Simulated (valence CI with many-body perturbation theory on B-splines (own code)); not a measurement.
**Sn IX: E2, M1 decay**

Computed by relativistic CI+MBPT: six valence electrons over a frozen Dirac-Fock core [Kr], a basis of 7 s, 7 p, 8 d, 6 f, 4 g, 1 h functions for each j, with the one-electron correlation potential Σ1 (screened to all orders), the two-electron term Σ2, the three-electron term Σ3, Breit, model QED; selected single and double excitations, second order for the rest, scaled by the run's own slope (own B-spline code, finite nucleus).

No measured levels were compared; by estimate terms of the open shell hold to 2 to 4 % of their energy, and close levels can change places; different configurations can be misplaced against each other by 1,000 to 8,000 cm⁻¹. Among the levels kept, up to 720 cm⁻¹ of a level comes from second order outside the variational space, and about a tenth of that is noise between levels of different J, which matters for small intervals. Only levels of the ground parity were solved; by the run's estimate the other parity begins above the list, which can be wrong where configurations are misplaced.

Lines 51 to 100 of 120 in falling wavelength, among levels below 68866 cm⁻¹, chosen from the decays that carry over 1 % of a level's rate. Wavelengths and rates use the calculated energies, so an error of 2000 cm⁻¹ moves a line at 5305 Å by 11 % and its rate by three times that or more. Electric multipoles are in the length gauge, E1 and E2 with the static RPA response of the core. S is in atomic units (e²a₀⁴ for E2 and M2, e²a₀⁶ for E3), for M1 in squared Bohr magnetons. Weak lines are less certain than strong ones. Lines between different terms over intervals too small for the method are left out, as are lines whose strength nearly cancels. Where a level lies close to another of its J and parity, the split of strength between their lines is uncertain. The highest levels of a list are the least certain.

Names give the largest LS component (configuration and term), which can be under half, so a name can repeat, a term be missing and a line seem to break the LS rules; names also repeat where a configuration has a term twice. Letters in brackets count levels of one name in rising energy.

```tsv
λ vac (Å)	Upper	Lower	Type	A (s⁻¹)	S (a.u.)
5305	4d⁶ ³D_3	4d⁶ ³H_4 [a]	M1	4.11e+00	1.59e-01
5257	4d⁶ ¹G_4	4d⁶ ³F_3	M1	9.42e+00	4.57e-01
5244	4d⁶ ³H_4 [a]	4d⁶ ⁵D_3	M1	1.98e+00	9.54e-02
5005	4d⁶ ³P_1 [b]	4d⁶ ³D_1	M1	2.88e+00	4.01e-02
4903	4d⁶ ³P_2	4d⁶ ⁵D_2	M1	8.42e-01	1.84e-02
4634	4d⁶ ³P_0 [c]	4d⁶ ³D_1	M1	5.73e+01	2.11e-01
4553	4d⁶ ¹D_2	4d⁶ ³F_2 [a]	M1	2.01e+01	3.51e-01
4544	4d⁶ ³P_2	4d⁶ ⁵D_3	M1	6.21e+01	1.08e+00
4535	4d⁶ ¹F_3	4d⁶ ³H_4 [b]	M1	5.43e-01	1.31e-02
4363	4d⁶ ¹F_3	4d⁶ ³F_2 [a]	M1	8.12e-01	1.75e-02
4305	4d⁶ ¹D_2	4d⁶ ³F_3	M1	2.08e+01	3.08e-01
4266	4d⁶ ¹G_4	4d⁶ ³H_5	M1	2.05e+01	5.32e-01
4179	4d⁶ ³F_2 [a]	4d⁶ ⁵D_1	M1	2.46e+00	3.33e-02
4155	4d⁶ ³H_4 [a]	4d⁶ ⁵D_4	M1	2.37e+01	5.68e-01
4135	4d⁶ ¹F_3	4d⁶ ³F_3	M1	2.65e-01	4.86e-03
4059	4d⁶ ³F_3	4d⁶ ⁵D_2	M1	4.21e+00	7.31e-02
3988	4d⁶ ³F_4	4d⁶ ³D_3	M1	8.50e+00	1.80e-01
3860	4d⁶ ³F_2 [a]	4d⁶ ⁵D_2	M1	1.22e+01	1.30e-01
3839	4d⁶ ³P_1 [b]	4d⁶ ³P_0 [a]	M1	3.57e+00	2.25e-02
3834	4d⁶ ³P_1 [b]	4d⁶ ³P_1 [a]	M1	4.45e+00	2.79e-02
3816	4d⁶ ¹G_4	4d⁶ ³H_4 [a]	M1	9.80e-01	1.82e-02
3809	4d⁶ ³F_3	4d⁶ ⁵D_3	M1	1.73e+01	2.48e-01
3760	4d⁶ ³H_6	4d⁶ ⁵D_4	E2	9.33e-05	8.14e-04
3726	4d⁶ ³H_5	4d⁶ ⁵D_4	M1	7.11e-01	1.50e-02
3640	4d⁶ ¹D_2	4d⁶ ³P_2	M1	6.35e+00	5.68e-02
3634	4d⁶ ³F_2 [a]	4d⁶ ⁵D_3	M1	5.65e+00	5.03e-02
3613	4d⁶ ³P_0 [c]	4d⁶ ³P_1 [a]	M1	9.04e+01	1.58e-01
3523	4d⁶ ³H_4 [b]	4d⁶ ⁵D_3	M1	3.36e+00	4.90e-02
3518	4d⁶ ¹F_3	4d⁶ ³P_2	M1	1.02e+00	1.15e-02
3447	4d⁶ ³F_4	4d⁶ ³G_4	M1	2.95e+00	4.04e-02
3430	4d⁶ ³P_1 [a]	4d⁶ ⁵D_0	M1	2.43e+01	1.09e-01
3348	4d⁶ ³P_1 [a]	4d⁶ ⁵D_1	M1	5.69e+00	2.38e-02
3344	4d⁶ ³P_0 [a]	4d⁶ ⁵D_1	M1	7.97e+01	1.11e-01
3219	4d⁶ ³F_4	4d⁶ ³G_5	M1	2.21e+01	2.46e-01
3200	4d⁶ ³F_3	4d⁶ ⁵D_4	M1	8.17e+00	6.95e-02
3188	4d⁶ ¹F_3	4d⁶ ³H_4 [a]	M1	7.69e+00	6.46e-02
3140	4d⁶ ³P_1 [a]	4d⁶ ⁵D_2	M1	1.50e+01	5.15e-02
3026	4d⁶ ³D_2	4d⁶ ⁵D_1	M1	9.06e-01	4.65e-03
2995	4d⁶ ³H_4 [b]	4d⁶ ⁵D_4	M1	2.50e+01	2.24e-01
2943	4d⁶ ³G_4	4d⁶ ⁵D_3	M1	1.68e+00	1.43e-02
2935	4d⁶ ³G_3	4d⁶ ⁵D_2	M1	2.06e+00	1.35e-02
2890	4d⁶ ³F_4	4d⁶ ³H_4 [b]	M1	1.34e+01	1.08e-01
2855	4d⁶ ³D_2	4d⁶ ⁵D_2	M1	1.20e+01	5.18e-02
2802	4d⁶ ³G_3	4d⁶ ⁵D_3	M1	8.32e+00	4.75e-02
2780	4d⁶ ³D_1	4d⁶ ⁵D_1	M1	1.43e+01	3.42e-02
2754	4d⁶ ³D_3	4d⁶ ⁵D_2	M1	6.53e-01	3.54e-03
2722	4d⁶ ³F_4	4d⁶ ³F_3	M1	2.88e+00	1.94e-02
2708	4d⁶ ³G_5	4d⁶ ⁵D_4	M1	6.58e-01	5.33e-03
2665	4d⁶ ³P_1 [b]	4d⁶ ³P_2	M1	3.63e+01	7.63e-02
2637	4d⁶ ³D_3	4d⁶ ⁵D_3	M1	1.07e+01	5.11e-02
```
